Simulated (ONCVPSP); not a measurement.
## u(r) = r·R(r): atom against pseudo-atom (germanium)

Columns: radius, all-electron u(r) and pseudo u(r) of the 3p shell (level -115.38 eV) of germanium in the configuration [Ne] 3s2 3p6 3d10 4s2 4p2; LDA (Perdew-Zunger), scalar-relativistic, ONCV scheme, ONCVPSP 4.0.1.

| r (bohr) | all-electron | pseudo |
| --- | --- | --- |
| 0.065 | -0.5456 | 0.0439 |
| 0.130 | -0.6850 | 0.1684 |
| 0.195 | -0.2987 | 0.3562 |
| 0.260 | 0.2468 | 0.5810 |
| 0.325 | 0.7285 | 0.8127 |
| 0.390 | 1.0675 | 1.0223 |
| 0.455 | 1.2612 | 1.1864 |
| 0.520 | 1.3367 | 1.2904 |
| 0.585 | 1.3277 | 1.3292 |
| 0.650 | 1.2643 | 1.3075 |
| 0.715 | 1.1693 | 1.2362 |
| 0.780 | 1.0590 | 1.1303 |
| 0.845 | 0.9443 | 1.0057 |
| 0.910 | 0.8320 | 0.8762 |
| 0.975 | 0.7263 | 0.7529 |
| 1.040 | 0.6293 | 0.6421 |
| 1.105 | 0.5420 | 0.5465 |
| 1.170 | 0.4646 | 0.4654 |
| 1.235 | 0.3965 | 0.3965 |
| 1.300 | 0.3373 | 0.3373 |
| 1.365 | 0.2862 | 0.2861 |
| 1.430 | 0.2421 | 0.2421 |
| 1.495 | 0.2044 | 0.2044 |
| 1.560 | 0.1723 | 0.1723 |
| 1.625 | 0.1450 | 0.1450 |
| 1.690 | 0.1219 | 0.1218 |

Problem. How many radial nodes do the two functions have?

Solution. The all-electron 3p function has n − l − 1 = 1; the pseudo-wave has 0, since the states of the same l below it are removed with the core.

Problem. At about which radius was the pseudo-wave matched?

Solution. 1.30 bohr, where the columns begin to agree (steps of 0.07 bohr).

Problem. Where does each function peak?

Solution. Outermost all-electron maximum near 0.52 bohr, pseudo maximum near 0.58 bohr (to the table’s step).

Problem. Is the pseudo-wave norm-conserving?

Solution. Yes: the ONCV scheme keeps the norm inside the radius equal to the all-electron one, which fixes the energy derivative of the logarithmic derivative at the level.
